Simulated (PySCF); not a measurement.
# Assigning NMR signals

Bonds (- single, = double, # triple, : aromatic): C1-C2, C2#C3, C3-C4, C4-Si5, Si5-C6, C6-C7, C7-C8, C8-C9, C9-F10, C8-C4, C9-C6. C1 carries H11, H12, H13; C4 carries H14; Si5 carries H15, H16; C6 carries H17; C7 carries H18, H19; C8 carries H20; C9 carries H21. Stereochemistry as in CC#C[C@@H]1[SiH2][C@@H]2C[C@H]1[C@@H]2F. H15 is cis to C3 on the ring; H19 is cis to C4 on the ring; H16 is trans to C3 on the ring; H18 is trans to C4 on the ring.

[PySCF 2.14.0 with density-fitted response routines: coordinates at the GFN2-xTB level; σ from GIAO-PBE0/pcSseg-1; no solvent model; no relativistic terms; single conformer; averaged over atoms made equivalent by symmetry, fast rotation or ring inversion]

Chemical shifts δ = σref − σ; 13C, 1H vs TMS, all at this level.

(1) Assign these signals to the numbered atoms. 13C{1H} NMR (computed): δ 91.8, 87.7, 82.1, 50.5, 33.5, 21.1, 13.6, 5.1.

(2) Assign these signals to the numbered atoms. 1H NMR (400 MHz, computed): δ 4.92 (m, 1H), 4.34 (m, 1H), 3.96 (m, 1H), 2.72 (m, 1H), 2.42 (m, 1H), 2.21 (m, 1H), 2.00 (s, 3H), 1.44 (m, 1H), 1.27 (m, 1H).

Results:

(1) 
| δ (ppm) | atoms | environment | reason |
| --- | --- | --- | --- |
| 91.8 | C9 | sp3 CH bonded to F | deshielded by the electronegative neighbour |
| 87.7 | C3 | alkyne carbon | sp carbons lie upfield of alkene carbons because the cylindrical π system leaves one tensor component strongly shielded |
| 82.1 | C2 | alkyne carbon | – |
| 50.5 | C8 | sp3 CH in a ring | saturated and bonded to C and H only |
| 33.5 | C6 | sp3 CH bonded to Si | – |
| 21.1 | C7 | sp3 CH2 in a ring | aliphatic region, no heteroatom directly attached |
| 13.6 | C4 | propargylic sp3 CH bonded to Si | – |
| 5.1 | C1 | propargylic methyl carbon | saturated and bonded to C and H only |

(2) 
| δ (ppm) | atoms | environment | reason |
| --- | --- | --- | --- |
| 4.92 | H21 | hydrogen on an sp3 CH bonded to F | its carbon carries F, an electronegative neighbour |
| 4.34 | H16 | hydrogen on a silicon bonded to 2 C, in a 5-membered ring | – |
| 3.96 | H15 | hydrogen on a silicon bonded to 2 C, in a 5-membered ring | – |
| 2.72 | H20 | hydrogen on an sp3 CH in a ring | – |
| 2.42 | H14 | hydrogen on a propargylic sp3 CH bonded to Si | – |
| 2.21 | H17 | hydrogen on an sp3 CH bonded to Si | – |
| 2.00 | H11/H12/H13 | hydrogen on a propargylic methyl carbon | – |
| 1.44 | H19 | hydrogen on an sp3 CH2 in a ring | – |
| 1.27 | H18 | hydrogen on an sp3 CH2 in a ring | – |

Splittings by 19F in the carbon and heteronuclear signals aren't shown, as no couplings were computed. Shifts are as computed. Against solution values, carbons near 30 ppm lie about +3 ppm off and those near 130 ppm about +5 ppm. Of 1309 compounds with measured shifts, 239 miss one by over three times the rms of a fit or turn the order of signals round; such compounds aren't used in these exercises. No couplings were computed; multiplicities are counted from neighbouring protons, with m where these are inequivalent, close in shift, in a saturated or five-membered ring or joined by F or P, and br s for small geminal =CH2 splittings.
